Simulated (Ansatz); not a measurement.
Total energies of GeMeCl3 (CH₃Cl₃Ge) from Ansatz at PBE0-D4/def2-TZVP, gas phase (1 Eh = 27.2114 eV = 2625.5 kJ/mol). The reference geometry is relaxed at r2SCAN-D4/def2-SVP.

Cartesian coordinates in Å:
```
Ge 0.285 -0.124 -0.744
C -0.395 0.172 1.033
H -1.363 0.688 0.967
H 0.320 0.790 1.594
H -0.523 -0.798 1.535
Cl 2.205 -1.090 -0.692
Cl 0.515 1.732 -1.806
Cl -1.043 -1.370 -1.887
```

```tsv
state	geometry	energy (Eh)
charge 0 singlet	reference	-3496.96955
charge 1 doublet	reference	-3496.56133
free Ge atom (triplet)	–	-2076.65516
free C atom (triplet)	–	-37.80537
free H atom (doublet)	–	-0.50104
free Cl atom (doublet)	–	-459.99739
```

**Question.** Work out the vertical ionisation energy to the doublet.

**Answer.** E(charge 1 doublet) − E(charge 0 singlet) = -3496.56133 − (-3496.96955) = 0.40822 Eh = 11.11 eV. For comparison, −ε of the highest occupied level is 9.17 eV at this level, 1.94 eV less.

**Question.** What is the binding energy per atom against free atoms?

**Answer.** Atoms: 1 × (-2076.65516) + 1 × (-37.80537) + 3 × (-0.50104) + 3 × (-459.99739) = -3495.95582 Eh. Binding: -3495.95582 − (-3496.96955) = 1.01373 Eh = 27.59 eV, or 3.45 eV for each of 8 atoms (no zero-point energy, no counterpoise term).
